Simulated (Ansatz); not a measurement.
Ansatz (an electronic-structure program) input for B(All)(Cl)(OH) (C3H6BClO), SMILES C(B(O)Cl)C=C, PBE-D3(BJ)/def2-SVP. 

Ansatz 0.2 input:
```yaml
crystal:
  periodic: [false, false, false]
  atoms:
    - {symbol: B, position_ang: [0.06339692, -0.23414266, 0.80698301]}
    - {symbol: C, position_ang: [0.07775058, -1.06116976, -0.54197718]}
    - {symbol: C, position_ang: [0.16511724, -0.16199114, -1.74705239]}
    - {symbol: C, position_ang: [1.17927167, -0.12982941, -2.61603833]}
    - {symbol: H, position_ang: [-0.86818014, -1.63502657, -0.58072835]}
    - {symbol: H, position_ang: [0.90214791, -1.79558801, -0.55265185]}
    - {symbol: H, position_ang: [-0.67291956, 0.53272381, -1.87730564]}
    - {symbol: H, position_ang: [2.04015382, -0.80055238, -2.52169697]}
    - {symbol: H, position_ang: [1.18470404, 0.56720089, -3.45813174]}
    - {symbol: Cl, position_ang: [-1.23081837, 0.95556311, 1.08674187]}
    - {symbol: O, position_ang: [0.97744918, -0.35336965, 1.79025499]}
    - {symbol: H, position_ang: [1.66859135, -0.99771821, 1.58935534]}
basis:
  gaussian:
    orbitals: def2-SVP
hamiltonian:
  xc: pbe
  dispersion: d3bj
relax: {f_tol: 0.002, max_steps: 200}
```

It prints:

```
WARN ansatz: RAYON_NUM_THREADS=1 ignored (pool sized by the plan → 1); use --threads N
Functional definition: PBE
integrals: 0.06 GiB planned
1314 factors; their error is unknown
mean field: 0.35 GiB planned
mean field evaluation 1: about -18423.4514 eV, gradient 7.3e1 eV
mean field evaluation 2: about -18401.3816 eV, gradient 1.2e2 eV
mean field evaluation 4: about -18435.9137 eV, gradient 6.6e0 eV
mean field evaluation 8: about -18436.0079 eV, gradient 3.0e-1 eV
mean field evaluation 16: about -18435.9486 eV, gradient 5.2e-4 eV
mean field -18435.94858182 eV, -677.5086140472 hartree, gradient 4.6e-5 eV, S^2 0.000000; 0 other end points of the search recorded, 0 dependent functions left out
the calculation of the forces begins
reference -18435.94861550 eV, -677.5086152848 hartree; 27, 27 occupied and 91, 91 virtual orbitals, 1314 factors
relax step   1: F+E_penalty+E_count = -18436.21780526 eV  Δ(F+E_penalty+E_count) = +0.000e0 eV  max|allowed force component| = 4.410e-1 eV/Å  Δτ_max = 0.0000 Å  (29 SCF iters, accepted)
these checks for a lower state are left out or cut short: starts, cluster_reference, orbital_swaps, neighbouring_geometries, increment
integrals: 0.06 GiB planned
1314 factors; their error is unknown
mean field: 0.35 GiB planned
mean field -18435.95991422 eV, -677.5090305051 hartree, gradient 5.2e-6 eV, S^2 0.000000; 0 other end points of the search recorded, 0 dependent functions left out
the calculation of the forces begins
reference -18435.95994797 eV, -677.5090317455 hartree; 27, 27 occupied and 91, 91 virtual orbitals, 1314 factors
relax step   2: F+E_penalty+E_count = -18436.22850719 eV  Δ(F+E_penalty+E_count) = -1.070e-2 eV  max|allowed force component| = 2.086e-1 eV/Å  Δτ_max = 0.0109 Å  (33 SCF iters, accepted)
these checks for a lower state are left out or cut short: starts, cluster_reference, orbital_swaps, neighbouring_geometries, increment
integrals: 0.06 GiB planned
1314 factors; their error is unknown
mean field: 0.35 GiB planned
mean field evaluation 32: about -18435.9614 eV, gradient 5.2e-6 eV
mean field -18435.96140239 eV, -677.5090851944 hartree, gradient 5.2e-6 eV, S^2 0.000000; 0 other end points of the search recorded, 0 dependent functions left out
the calculation of the forces begins
reference -18435.96143617 eV, -677.5090864359 hartree; 27, 27 occupied and 91, 91 virtual orbitals, 1314 factors
relax step   3: F+E_penalty+E_count = -18436.22966555 eV  Δ(F+E_penalty+E_count) = -1.158e-3 eV  max|allowed force component| = 5.082e-2 eV/Å  Δτ_max = 0.0088 Å  (33 SCF iters, accepted)
these checks for a lower state are left out or cut short: starts, cluster_reference, orbital_swaps, neighbouring_geometries, increment
integrals: 0.06 GiB planned
1314 factors; their error is unknown
mean field: 0.35 GiB planned
mean field -18435.96150416 eV, -677.5090889345 hartree, gradient 5.2e-6 eV, S^2 0.000000; 0 other end points of the search recorded, 0 dependent functions left out
the calculation of the forces begins
reference -18435.96153793 eV, -677.5090901755 hartree; 27, 27 occupied and 91, 91 virtual orbitals, 1314 factors
relax step   4: F+E_penalty+E_count = -18436.22967468 eV  Δ(F+E_penalty+E_count) = -9.131e-6 eV  max|allowed force component| = 4.830e-2 eV/Å  Δτ_max = 0.0085 Å  (33 SCF iters, accepted)
these checks for a lower state are left out or cut short: starts, cluster_reference, orbital_swaps, neighbouring_geometries, increment
integrals: 0.06 GiB planned
1314 factors; their error is unknown
mean field: 0.35 GiB planned
mean field -18435.96151664 eV, -677.5090893929 hartree, gradient 5.2e-6 eV, S^2 0.000000; 0 other end points of the search recorded, 0 dependent functions left out
the calculation of the forces begins
reference -18435.96155040 eV, -677.5090906337 hartree; 27, 27 occupied and 91, 91 virtual orbitals, 1314 factors
relax step   5: F+E_penalty+E_count = -18436.22984039 eV  Δ(F+E_penalty+E_count) = -1.657e-4 eV  max|allowed force component| = 4.470e-2 eV/Å  Δτ_max = 0.0111 Å  (33 SCF iters, accepted)
these checks for a lower state are left out or cut short: starts, cluster_reference, orbital_swaps, neighbouring_geometries, increment
integrals: 0.06 GiB planned
1314 factors; their error is unknown
mean field: 0.35 GiB planned
mean field -18435.96163753 eV, -677.5090938357 hartree, gradient 5.2e-6 eV, S^2 0.000000; 0 other end points of the search recorded, 0 dependent functions left out
the calculation of the forces begins
reference -18435.96167129 eV, -677.5090950764 hartree; 27, 27 occupied and 91, 91 virtual orbitals, 1314 factors
relax step   6: F+E_penalty+E_count = -18436.22999763 eV  Δ(F+E_penalty+E_count) = -1.572e-4 eV  max|allowed force component| = 1.266e-2 eV/Å  Δτ_max = 0.0039 Å  (33 SCF iters, accepted)
these checks for a lower state are left out or cut short: starts, cluster_reference, orbital_swaps, neighbouring_geometries, increment
integrals: 0.06 GiB planned
1314 factors; their error is unknown
mean field: 0.35 GiB planned
mean field -18435.96163254 eV, -677.5090936522 hartree, gradient 5.6e-6 eV, S^2 0.000000; 0 other end points of the search recorded, 0 dependent functions left out
the calculation of the forces begins
reference -18435.96166630 eV, -677.5090948927 hartree; 27, 27 occupied and 91, 91 virtual orbitals, 1314 factors
relax step   7: F+E_penalty+E_count = -18436.23003098 eV  Δ(F+E_penalty+E_count) = -3.335e-5 eV  max|allowed force component| = 6.857e-3 eV/Å  Δτ_max = 0.0026 Å  (24 SCF iters, accepted)
these checks for a lower state are left out or cut short: starts, cluster_reference, orbital_swaps, neighbouring_geometries, increment
integrals: 0.06 GiB planned
1314 factors; their error is unknown
mean field: 0.35 GiB planned
mean field evaluation 64: about -18435.9616 eV, gradient 1.3e-4 eV
mean field -18435.96161236 eV, -677.5090929107 hartree, gradient 2.5e-5 eV, S^2 0.000000; 0 other end points of the search recorded, 0 dependent functions left out
the calculation of the forces begins
reference -18435.96164611 eV, -677.5090941510 hartree; 27, 27 occupied and 91, 91 virtual orbitals, 1314 factors
relax step   8: F+E_penalty+E_count = -18436.23004148 eV  Δ(F+E_penalty+E_count) = -1.050e-5 eV  max|allowed force component| = 1.854e-3 eV/Å  Δτ_max = 0.0024 Å  (23 SCF iters, accepted)
integrals: 0.06 GiB planned
1314 factors; their error is unknown
mean field: 0.35 GiB planned
mean field -18435.96161236 eV, -677.5090929107 hartree, gradient 2.5e-5 eV, S^2 0.000000; 1 other end points of the search recorded, 0 dependent functions left out
the calculation of the forces begins
reference -18435.96164611 eV, -677.5090941510 hartree; 27, 27 occupied and 91, 91 virtual orbitals, 1314 factors
Total energy: -18436.23007523 eV, -677.5189587391 hartree
Atom 0 at     0.059926    -0.232210     0.809874 Å, force    -0.001854    -0.000733     0.001006 eV/Å
Atom 1 at     0.078144    -1.064450    -0.541580 Å, force    -0.000515    -0.000772     0.000857 eV/Å
Atom 2 at     0.165219    -0.163413    -1.745436 Å, force     0.000517     0.001010    -0.001485 eV/Å
Atom 3 at     1.183577    -0.129092    -2.622908 Å, force    -0.000019    -0.000599     0.000209 eV/Å
Atom 4 at    -0.875447    -1.641016    -0.577621 Å, force     0.000230     0.000014    -0.000148 eV/Å
Atom 5 at     0.906699    -1.805770    -0.551202 Å, force     0.000420    -0.000171    -0.000132 eV/Å
Atom 6 at    -0.677595     0.539727    -1.871705 Å, force    -0.000301     0.000348     0.000317 eV/Å
Atom 7 at     2.049293    -0.807107    -2.532556 Å, force     0.000269    -0.000088    -0.000167 eV/Å
Atom 8 at     1.187006     0.576436    -3.467904 Å, force     0.000084     0.000241    -0.000355 eV/Å
Atom 9 at    -1.234956     0.957618     1.088913 Å, force     0.000180     0.000154    -0.000162 eV/Å
Atom 10 at     0.977561    -0.345597     1.803897 Å, force     0.001037     0.000817     0.000469 eV/Å
Atom 11 at     1.667236    -0.999027     1.585981 Å, force    -0.000049    -0.000222    -0.000408 eV/Å
Dipole moment:     0.297834    -0.402166    -0.116741 e Å
```

The calculation finished and met its thresholds.

Cost: about 23 core-seconds (a rough figure).
